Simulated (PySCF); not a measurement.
Species: C₂H₇NSi.
SMILES with atom numbers: `[CH3:1]/[CH:2]=[N:3]\[SiH3:4]` (hydrogens: H5, H6, H7 on C1; H8 on C2; H9, H10, H11 on Si4)

Level of theory: PBE0-D3(BJ)/def2-SVP geometry optimisation, gas phase (PySCF 2.14.0).

Q: What internal coordinates does the optimisation give?

A: 
```
               bond  length (Å)
              C1–C2       1.499
              C2=N3       1.263
             N3–Si4       1.742
C1–H5, C1–H6, C1–H7       1.101
              C2–H8       1.111
             Si4–H9       1.504
   Si4–H10, Si4–H11       1.492
```

Bonds in one row agree within 0.01 Å and their mean is given. A selection of angles:
```
      angle  degrees
   C2–C1–H5    109.8
   C2–C1–H6    112.6
   H5–C1–H6    109.2
   H5–C1–H7    106.3
   C1–C2–N3    128.7
   C1–C2–H8    113.7
   N3–C2–H8    117.6
  C2–N3–Si4    133.7
  N3–Si4–H9    117.1
 N3–Si4–H10    107.1
 H9–Si4–H10    108.0
H10–Si4–H11    109.4
```

Torsions: C1–C2–N3–Si4 0° (synperiplanar).

Si4 (SiH3 silicon) is distorted tetrahedral (angles from 107.1° to 117.1°). Of the pairs four or more bonds apart, Si4···H6 is among the closest relative to their van der Waals radii: 3.01 Å, 91 % of the sum of Bondi's values. The 4 heavy atoms lie in one plane (0.000 Å rms).

Point group: Cs (every atom within 0.08 Å of its image). No frequency check.
